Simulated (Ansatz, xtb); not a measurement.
C3H2N4: which of two isomers lies lower

Structure a: `N#Cc1c[nH]nn1`, a singlet. Structure b: `N#Cc1cnn[nH]1`, a singlet. Both are isolated molecules in the gas phase, relaxed with PBE0-D3(BJ)/def2-SVP.

**Question.** Which of the two would you expect CCSD(T)/def2-SVP + ΔMP2/def2-TZVPP electronic energies to favour?

**Answer.** Structure a; the calculation gives E(b) − E(a) = +1.44 kcal/mol.

Level by level:

| level | geometry | E(b) − E(a) (kcal/mol) | departure from the last row (kcal/mol) | job, with rough time for the two |
| --- | --- | --- | --- | --- |
| GFN2-xTB | GFN2-xTB | −0.59 | −2.03 | optimisation, 0.39 s |
| HF/STO-3G | GFN2-xTB | +2.81 | +1.37 | single point, 1.4 s |
| r2SCAN-D4/def2-SVP | GFN2-xTB | +0.34 | −1.10 | single point, 7.5 s |
| PBE0-D3(BJ)/def2-SVP | PBE0-D3(BJ)/def2-SVP | +0.89 | −0.55 | optimisation, 100 s |
| HF/def2-SVP | PBE0-D3(BJ)/def2-SVP | +2.56 | +1.13 | part of the CCSD(T) run |
| MP2/def2-SVP | PBE0-D3(BJ)/def2-SVP | +0.88 | −0.56 | part of the CCSD(T) run |
| CCSD(T)/def2-SVP | PBE0-D3(BJ)/def2-SVP | +1.50 | +0.06 | single point |
| CCSD(T)/def2-SVP + ΔMP2/def2-TZVPP | PBE0-D3(BJ)/def2-SVP | +1.44 |  | single point, 1.8 min |

As drawn, both hold the same kinds of bond in the same numbers.

GFN2-xTB puts the two in the other order. r2SCAN-D4/def2-SVP finds them nearly level. The largest departure from CCSD(T)/def2-SVP + ΔMP2/def2-TZVPP is that of GFN2-xTB, 2.03 kcal/mol. The last row adds to CCSD(T) the change of the MP2 difference between the two basis sets, here −0.06 kcal/mol.

With harmonic frequencies from PBE0-D3(BJ)/def2-SVP (ideal gas, rigid rotor, one conformer each, 298.15 K, 1 atm): on the last row, ΔE + ΔZPE = +1.48, ΔH = +1.49, ΔG = +1.46 kcal/mol.

The correlated steps freeze 7 core orbitals. Programs: Ansatz 0.2.0, xtb 6.7.1; the last row on 2 threads of Intel(R) Xeon(R) Processor @ 2.50GHz (Skylake/Cascade Lake) on a shared host.
